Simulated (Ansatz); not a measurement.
# GeH3S: which of these isomers lies lowest?

2 of its isomers, all doublets with charge 0: A = `[SH][GeH2]`; B = `[S][GeH3]`.

Shapes, held fixed at every level: PBE0-D4/def2-TZVP. Flexible molecules stand in one conformer, not always the lowest. Programs: Ansatz 0.2.0.

A:

```xyz
5

S     1.1386   -0.8032    0.6595
Ge   -0.3895    0.6793    0.0301
H     0.2462   -1.7789    0.8946
H    -1.3641    0.0196   -0.9788
H     0.4186    1.8094   -0.6469
```

B:

```xyz
5

S     1.4020   -0.3244    1.4805
Ge   -0.1078    0.0033   -0.0997
H    -1.0185    1.1875    0.2573
H     0.7178    0.3259   -1.3564
H    -0.9436   -1.2659   -0.3232
```

Electronic energies in kJ/mol, without zero-point or thermal terms.

| level | kind | B − A |
| --- | --- | --- |
| HF/def2-TZVPP | Hartree–Fock | -1.9 |
| r2SCAN-D4/def2-TZVPP | meta-GGA | +36.0 |
| PBE0-D4/def2-TZVPP | global hybrid | +35.6 |
| wB97M-V/def2-TZVPP | range-separated hybrid | +35.8 |
| wB97X-V/def2-TZVPP | range-separated hybrid | +25.1 |
| MP2/def2-SVP | perturbation theory | +23.1 |
| CCSD/def2-TZVPP | coupled cluster or CI | +19.2 |
| CCSD(T)/def2-TZVPP | coupled cluster or CI | +23.8 |

The highest level, CCSD(T)/def2-TZVPP, puts A lowest of these. HF/def2-TZVPP (by under 2 kJ/mol) puts B lowest. The B − A difference spans -1.9 to +36.0 kJ/mol over the levels. Open shells run unrestricted unless RO is named. Relativity is left out for Ge unless named. Correlated rows may include outer-core shells of Ge, which these sets cover unevenly.
